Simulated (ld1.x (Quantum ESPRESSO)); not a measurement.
Pt (Z = 78): excitation energies, all-electron against ultrasoft

platinum, ultrasoft, made with ld1.x (Quantum ESPRESSO) 7.5 (LDA (PZ), scalar-relativistic). Core [Xe] 4f14, reference 5d9.5 6s0.5 6p0. Waves: 6s (bound): rcut 1.80, rcutus 2.15 bohr; 6s channel at 0.8 Ry: rcut 1.80, rcutus 2.15 bohr; 6p (bound, empty): rcut 2.70, rcutus 3.70 bohr; 6p channel at 0.6 Ry: rcut 2.70, rcutus 3.70 bohr; 5d (bound): rcut 1.95, rcutus 2.35 bohr; 5d channel at 0.2 Ry: rcut 1.95, rcutus 2.35 bohr. Local part: all-electron potential smoothed inside 2.55 bohr (lloc = -1). Core correction: Bessel-smoothed model core, default radius (core density twice the valence density). Augmentation charge: PSQ, inside the norm-conserving radii.

Energies are relative to the spin-unpolarised reference configuration 5d9.5 6s0.5 6p0; without spin polarisation the order of configurations can differ from experiment. Spin-polarised rows fill each open shell by Hund’s rule, majority spin first.

```csv
valence configuration,charge,ΔE all-electron (eV),error AE − PS (meV)
5d9 6s1 6p0,0,0.086,-4.2
5d9 6s0 6p0,+1,9.631,-5.0
5d8 6s0 6p0,+2,29.890,-45
5d8 6s2 6p0,0,1.016,-51
5d9 6s0 6p1,0,5.271,-5.3
5d6 6s0 6p0,+4,108.349,-437
5d9.5 6s0.5 6p0 (spin-polarised),0,-0.095,-0.9
5d9 6s1 6p0 (spin-polarised),0,-0.293,-8.3
```

**Question.** What are ΔE and the potential's error for 5d10 6s0 6p0?

**Answer.** ΔE = 0.140 eV all-electron; the error (AE − PS) is -7.1 meV.
